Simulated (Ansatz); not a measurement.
C₂H₆BI (`CB(C)I`), relaxed with RKS PBE-D4/def2-SVP in Ansatz 0.2.0 from a rough embedded geometry. The force threshold is 0.03 eV/Å; the program also tests the step.

Charge 0, multiplicity 1. I: def2 effective core potential.

Start:

```xyz
10

C     0.245   -0.005   -1.332
B     0.477   -0.165    0.185
C    -0.688    0.147    1.173
I     2.390   -0.728    0.990
H     1.214   -0.300   -1.915
H    -0.554   -0.724   -1.721
H    -0.031    1.026   -1.639
H    -1.638    0.508    0.609
H    -0.987   -0.746    1.789
H    -0.430    0.989    1.861
```

Q: By how much does the energy fall, and how many steps does the optimiser take? (Estimate.)

A: Ansatz gave: 4.90 kcal/mol, in 3 steps.

Q: Which bonds change most? (Best estimate.)

A: Computed: C1–H5 from 1.169 to 1.104 Å; C3–H8 from 1.162 to 1.109 Å; C1–H6 from 1.143 to 1.114 Å; B2–I4 from 2.151 to 2.175 Å.

Q: Give the relaxed structure. (An estimate is asked.)

A: The calculation gave: 
```xyz
10

C     0.309   -0.034   -1.388
B     0.437   -0.133    0.169
C    -0.724    0.174    1.177
I     2.342   -0.755    1.015
H     1.218   -0.268   -1.970
H    -0.511   -0.713   -1.718
H    -0.042    0.987   -1.662
H    -1.660    0.495    0.676
H    -0.949   -0.717    1.802
H    -0.421    0.964    1.898
```
